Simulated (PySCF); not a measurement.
Level of theory: B3LYP-D3(BJ)/def2-TZVP // BP86-D3(BJ)/def2-SVP (PySCF). Gas-phase values, no solvent. One relaxed conformer stands for a flexible species; it need not be the lowest. B3LYP has the VWN-RPA correlation part, as in Gaussian. 

Reference species: [Cd(Cl)(NH2)] (neutral, multiplicity 1).

```json
{
 "LUMO": "-1.83 eV",
 "mean_distance_from_the_central_atom_to_its_bonded_neighbours": "2.165 Å"
}
```

Changed species: [Cd(NH2)2] (2 of 2 Cl replaced by NH2; the reference has 1 of 2 Cl replaced by NH2).

Question: What does the change do to the LUMO and mean distance from the central atom to its bonded neighbours?

Answer: the LUMO rises by 0.79 eV, to -1.04 eV; the mean distance from the central atom to its bonded neighbours drops by 0.142 Å, to 2.023 Å.
